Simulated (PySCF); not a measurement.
# Simulated characterisation data

[PySCF 2.14.0 with density-fitted response routines: σ from GIAO-PBE0/pcSseg-1; J couplings at B3LYP/pcJ-1 (spin–dipole term left out of most H,H and C,H couplings); GFN2-xTB geometry; non-relativistic Hamiltonian; no solvent; fast rotation and ring inversion assumed for equivalent nuclei; one computed conformer]

Chemical shifts δ = σref − σ; TMS for $^{1}$H (σref 31.72), $^{13}$C (σref 186.93), all at this level. Multiplet labels drop J under 1 Hz and among equivalent protons, and merge close values. Unscaled 3J(H,H) run several per cent high. Where no couplings were computed, multiplicities follow the n + 1 count of equivalent neighbours, and m marks all less simple cases (inequivalent or close neighbours, rings, F or P nearby). Shifts are as computed. Against solution values, carbons near 30 ppm lie about +3 ppm off and those near 130 ppm about +5 ppm. Of 1211 compounds with measured shifts, 218 miss one by over three times the rms of a fit or turn the order of signals round; such compounds aren't used in these exercises.

**1.** 3-butenenitrile (SMILES C=CCC#N). $^{1}$H NMR (600 MHz, computed): δ 6.10 (ddt, J = 17.5, 11.3, 8.2 Hz, 1H), 5.61 (dt, J = 17.5, 1.7 Hz, 1H), 5.60 (dt, J = 11.3, 1.5 Hz, 1H), 2.98 (dt, J = 8.2, 1.6 Hz, 2H). $^{13}$C{$^{1}$H} NMR (computed): δ 137.6 (CH), 127.7 (CH2), 121.1 (C), 24.5 (CH2).

**2.** SMILES CC1CC(=COC(C)C)C1, C9H16O. $^{1}$H NMR (600 MHz, computed): δ 6.03 (s, 1H), 3.83 (sept, 1H), 2.94 (m, 1H), 2.90 (m, 1H), 2.33 (m, 1H), 2.29 (m, 1H), 2.29 (m, 1H), 1.19 (d, 6H), 1.14 (d, 3H). $^{13}$C{$^{1}$H} NMR (computed): δ 147.3 (CH), 116.5 (C), 76.9 (CH), 35.1 (CH2), 35.0 (CH2), 26.6 (CH), 25.0 (CH3), 24.8 (CH3).
